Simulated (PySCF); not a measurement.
dichloro(silyl)silane (Cl2H4Si2), SMILES [SiH3][SiH](Cl)Cl. Coordinates come from a PBE-D3(BJ)/def2-SVP optimisation.

Computed equilibrium geometry at PBE-D3(BJ)/def2-SVP (PySCF confirms it by a frequency run) as bond lengths and angles, and its point group:
point group Cs.
Atoms: Si1 Si2 Cl3 Cl4 H5 H6 H7 H8. Bonds (Å): Si1–Si2 2.345, Si1–H5 1.502, Si1–H6 1.504, Si1–H7 1.504, Si2–Cl3 2.083, Si2–Cl4 2.083, Si2–H8 1.500. Bond angles (°): Si2–Si1–H5 107.8, Si2–Si1–H6 109.8, Si2–Si1–H7 109.8, H5–Si1–H6 109.8, H5–Si1–H7 109.8, H6–Si1–H7 109.7, Si1–Si2–Cl3 108.0, Si1–Si2–Cl4 108.0, Si1–Si2–H8 115.8, Cl3–Si2–Cl4 109.8, Cl3–Si2–H8 107.6, Cl4–Si2–H8 107.6.
Charge 0, spin multiplicity 1.
